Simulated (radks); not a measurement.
Species: the lanthanum ion La4+. Configuration: [Kr] 4d10 5s2 5p5. Calculated with a radial shooting solver on a logarithmic mesh with Libxc functionals: Dirac Kohn-Sham, exchange-only B88, spin-unpolarised, spherical densities, point nucleus; open shells fill j = l - 1/2 first.

Radial electron density D(r) = 4 pi r^2 rho(r):

| r (bohr) | D(r) (e/bohr) |
|---|---|
| 0.002327 | 10.45 |
| 0.003079 | 15.96 |
| 0.004074 | 23.71 |
| 0.005348 | 33.63 |
| 0.007075 | 45.99 |
| 0.009362 | 59.13 |
| 0.01229 | 70.02 |
| 0.01626 | 75.87 |
| 0.02151 | 74.35 |
| 0.02824 | 68.69 |
| 0.03736 | 67.26 |
| 0.04943 | 77.78 |
| 0.06489 | 93.45 |
| 0.08585 | 96.10 |
| 0.1136 | 80.12 |
| 0.1491 | 71.54 |
| 0.1973 | 82.03 |
| 0.261 | 76.41 |
| 0.3426 | 44.72 |
| 0.4533 | 29.44 |
| 0.5998 | 34.51 |
| 0.7873 | 26.28 |
| 1.042 | 12.64 |
| 1.378 | 7.762 |
| 1.809 | 4.983 |
| 2.394 | 1.693 |
| 3.167 | 0.2428 |
| 4.157 | 0.01341 |
| 5.501 | 0.0001807 |

D(r) has 4 maxima, at r = 0.0176, 0.0774, 0.219, 0.609 bohr, and minima at 0.0342, 0.144, 0.446 bohr, inside which lie 2.03, 11.21, 28.93 electrons.
